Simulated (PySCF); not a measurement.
# Worked example: entropy of an ideal gas

C2H6Si, SMILES C1C[SiH2]1.

Geometry optimised at PBE-D3(BJ)/def2-TZVP.

PBE-D3(BJ)/def2-TZVP (PySCF) gives the harmonic wavenumbers 389, 482, 577, 635, 668, 718, 762, 868, 881, 932, 963, 996, 1160, 1375, 1386, 2194, 2219, 3055, 3057, 3125, 3141 cm⁻¹ and the rotational temperatures 0.8876, 0.4396, 0.3491 K. The molar mass is 58.16 g/mol, the symmetry number 2, the spin multiplicity 1.

### Question
Work out the entropy at 298.15 K and 1 atm in the rigid-rotor, harmonic-oscillator model.

### Answer

Translation (Sackur–Tetrode at 1 atm): S = R[1.5 ln M + 2.5 ln T − 1.16487] = 159.4 J/(mol K).
Rotation: q = (√π/σ) T^1.5/√(θA θB θC) = 12400, S = R[ln q + 3/2] = 90.8 J/(mol K).
Vibration: with u = 1.4388 ν/T, each mode gives R[u/(e^u − 1) − ln(1 − e^−u)]:
| ν (cm⁻¹) | modes | u | S (J/(mol K)) |
|---|---|---|---|
| 389 | 1 | 1.88 | 4.20 |
| 482 | 1 | 2.33 | 2.95 |
| 577 | 1 | 2.78 | 2.05 |
| 635 | 1 | 3.06 | 1.65 |
| 668 | 1 | 3.22 | 1.45 |
| 718 | 1 | 3.46 | 1.19 |
| 762 | 1 | 3.68 | 1.01 |
| 868 | 1 | 4.19 | 0.66 |
| 881 | 1 | 4.25 | 0.63 |
| 932 | 1 | 4.50 | 0.51 |
| 963 | 1 | 4.65 | 0.45 |
| 996 | 1 | 4.81 | 0.40 |
| 1160 | 1 | 5.60 | 0.20 |
| 1375 | 1 | 6.64 | 0.08 |
| 1386 | 1 | 6.69 | 0.08 |
The stiffer modes add less than 0.005 each. Sum 17.5 J/(mol K).
Spin: R ln 1 = 0.0 J/(mol K).
Total 267.8 J/(mol K); the program's own thermochemistry gives 267.8. Translation makes up 60 % and vibration 7 %. Anharmonicity, hindered rotation and orbital degeneracy are left out.
